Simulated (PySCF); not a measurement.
A geometry optimisation on `C=C[Si@@H](C)[SiH3]`.

Method: PBE0-D3(BJ)/def2-SVP geometry optimisation, gas phase (PySCF 2.14.0). Start geometry: GFN2-xTB. The input is one job of a driver script: a line of settings, then coordinates in Å.

Command:
```bash
OMP_NUM_THREADS=1 python probes_run.py task.json out
```

Input:
```
{"job": {"xc": "PBE0", "basis": "def2-SVP", "d3": "d3bj", "grid": 1, "shake": 0.01, "kind": "geom"}, "charge": 0, "multiplicity": 1}
C     -1.894340    -1.779730    -0.451120
C     -1.207580    -0.925410     0.283440
Si     0.002990     0.345000    -0.400490
C     -0.242600     1.978730     0.549840
Si     2.210740    -0.372320    -0.124870
H     -1.857800    -1.736310    -1.534200
H     -2.584030    -2.483450    -0.034760
H     -1.291610    -0.976460     1.358570
H     -0.338660     0.588580    -1.784960
H     -1.304890     2.316210     0.465070
H      0.361800     2.762760     0.189460
H     -0.063200     1.861160     1.620640
H      2.534210    -0.604730     1.279240
H      2.482290    -1.606200    -0.828410
H      3.177340     0.614790    -0.594720
```

Question: Estimate the output.

Answer: 
```
step   0  E = -698.63883636  max force = 0.032535
step   1  E = -698.64594055  max force = 0.007166
step   2  E = -698.64630064  max force = 0.002248
step   3  E = -698.64639716  max force = 0.001202
step   4  E = -698.64644236  max force = 0.001518
step   5  E = -698.64646786  max force = 0.000524
step   6  E = -698.64648548  max force = 0.000656
step   7  E = -698.64649697  max force = 0.000682
step   8  E = -698.64650740  max force = 0.000428
optimisation converged
```

Energies in Eh; «max force» is the largest Cartesian gradient component in Eh/bohr.

Question: Give the first gradient maximum in eV/Å.

Answer: With 1 Eh/bohr = 51.422 eV/Å, 1.673 eV/Å.

Question: How much energy does the optimisation release, in eV?

Answer: E(step 0) − E(last step) = 0.007671 Eh, which is 0.209 eV.

Main results: final energy -698.64651 Eh after 8 steps; dipole 1.06 D.

Question: How long does this job take on Arm Neoverse V1, one thread, no GPU, shared host? And the peak memory of the process?

Answer: About 60 s, with 0.54 GiB resident at the peak, the Python interpreter and its libraries included.
Labels such as C1 count atoms from 1, the log's own numbers from 0.
